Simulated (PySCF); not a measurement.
Molfile (atoms numbered from 1):
```
H9NSi3
     RDKit          3D

 13 12  0  0  0  0  0  0  0  0999 V2000
    0.2906    1.6502    0.5486 Si  0  0  0  0  0  4  0  0  0  0  0  0
    0.0274    0.0360   -0.0579 N   0  0  0  0  0  0  0  0  0  0  0  0
   -1.6019   -0.5075   -0.3616 Si  0  0  0  0  0  4  0  0  0  0  0  0
    1.3152   -1.1364    0.0429 Si  0  0  0  0  0  4  0  0  0  0  0  0
   -0.6721    2.5316   -0.1087 H   0  0  0  0  0  0  0  0  0  0  0  0
    0.1012    1.6894    2.0035 H   0  0  0  0  0  0  0  0  0  0  0  0
    1.6606    2.0302    0.2102 H   0  0  0  0  0  0  0  0  0  0  0  0
   -2.3484    0.6195   -0.9165 H   0  0  0  0  0  0  0  0  0  0  0  0
   -1.5289   -1.6065   -1.3219 H   0  0  0  0  0  0  0  0  0  0  0  0
   -2.2301   -0.9659    0.8830 H   0  0  0  0  0  0  0  0  0  0  0  0
    1.3556   -1.7398    1.3801 H   0  0  0  0  0  0  0  0  0  0  0  0
    1.0573   -2.1622   -0.9652 H   0  0  0  0  0  0  0  0  0  0  0  0
    2.5691   -0.4383   -0.2327 H   0  0  0  0  0  0  0  0  0  0  0  0
  1  2  1  0
  2  3  1  0
  2  4  1  0
  1  5  1  0
  1  6  1  0
  1  7  1  0
  3  8  1  0
  3  9  1  0
  3 10  1  0
  4 11  1  0
  4 12  1  0
  4 13  1  0
M  END
```

Geometry: GFN2-xTB; GIAO absolute shieldings from PySCF 2.14.0 with density-fitted response routines, gas phase, non-relativistic, averaged over equivalent atoms.

At PBE0/pcSseg-1 (134 basis functions, 8.2 s wall time on 1 thread of an x86-64 server CPU, shared host):
```
                         atoms  σ (ppm)
                   Si1/Si3/Si4    392.1
                            N2    275.8
H5/H6/H7/H8/H9/H10/H11/H12/H13    26.90
```

Estimate the result of repeating the calculation with HF/pcSseg-1.

Answers


```tsv
atoms	σ at HF/pcSseg-1	change
Si1/Si3/Si4	435.8	+43.7
N2	285.9	+10.1
H5/H6/H7/H8/H9/H10/H11/H12/H13	27.81	+0.91
```

The largest change is at Si1/Si3/Si4 (silicon bonded to N, 3 H). Cost: 134 basis functions, 4.2 s wall time on 1 thread of an Arm Neoverse V2, shared host.
